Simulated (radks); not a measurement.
Values are calculated unless marked as measured or tabulated.
Valence configurations of P I (all share [Ne]). Level of theory: scalar-relativistic Kohn-Sham, PBE, spin-unpolarised, spherical densities, finite nucleus; Fermi nuclear charge, rms radius 3.1889 fm (a radial shooting solver on a logarithmic mesh with Libxc functionals). Energies are relative to 3s2 3p3; eigenvalues in eV.

valence      E (eV)   e(3p)    e(3s)
3s2 3p3       0.000  -5.507  -13.969
3s1.5 3p3.5   4.249  -5.795  -14.330
3s1 3p4       8.534  -6.072  -14.675
3s0.5 3p4.5  12.852  -6.337  -15.004
3p5          17.200  -6.592        -

NIST lists [Ne] 3s2 3p3 as the ground configuration; this level of theory agrees among the configurations tried. The energies are those of spherical spin-averaged densities, not of single terms.
